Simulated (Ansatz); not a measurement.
The first iterations of a band of F2H4Si2 + H2S (11 atoms, charge 0, multiplicity 1).

The calculation used RKS PBE/cc-pVDZ in Ansatz 0.2.0.

```json
{
  "movable images": "7",
  "climbing image": "yes",
  "spring": "5.0 eV/Å²",
  "optimiser": "quadratic models (default)",
  "start path": "through a guess of the saddle point",
  "force threshold": "0.05 eV/Å",
  "iteration limit": "60",
  "end points": "relaxed"
}
```

Initial state:

```xyz
11
Properties=species:S:1:pos:R:3
Si -1.255 0.480 -0.110
Si -0.228 -1.245 1.121
F -0.867 0.320 -1.728
F -2.895 0.230 -0.025
H -1.017 1.914 0.271
H 2.855 0.414 -0.908
S 2.190 1.607 -0.930
H -0.515 -1.035 2.587
H -0.826 -2.556 0.678
H 1.262 -1.268 0.900
H 1.295 1.138 -1.854
```

Final state:

```xyz
11
Properties=species:S:1:pos:R:3
Si -1.122 1.605 -0.987
Si 0.735 -1.810 1.199
F -1.526 0.723 -2.323
F -1.271 0.541 0.275
H -2.098 2.724 -0.817
H 1.486 -0.938 0.220
S 0.872 2.362 -1.099
H 0.336 -0.993 2.398
H -0.478 -2.391 0.526
H 1.653 -2.927 1.632
H 1.414 1.105 -1.024
```

| iteration | highest image above the first end (eV) | largest band force component (eV/Å) |
| --- | --- | --- |
| 1 | 2.903 | 8.549 |
| 2 | 1.747 | 3.709 |
| 3 | 1.684 | 1.629 |
| 4 | 1.454 | 0.869 |
| 5 | 1.273 | 0.667 |
| 6 | 1.195 | 0.814 |

Task: Does the band converge within its limit, and where does its top end?

Result: It converged. It ended after 19 iterations with the highest image 1.567 eV above the first end. A vibrational analysis at the climbing image gives one clearly imaginary mode, 817i cm⁻¹: a first-order saddle point. The orbitals stay closed-shell, which can raise the energy where a bond breaks towards radicals; this wasn't checked here.

Run time: 4 min on 2 threads of AMD EPYC 7B13 (Zen 3) (shared host), peak memory 0.19 GiB.
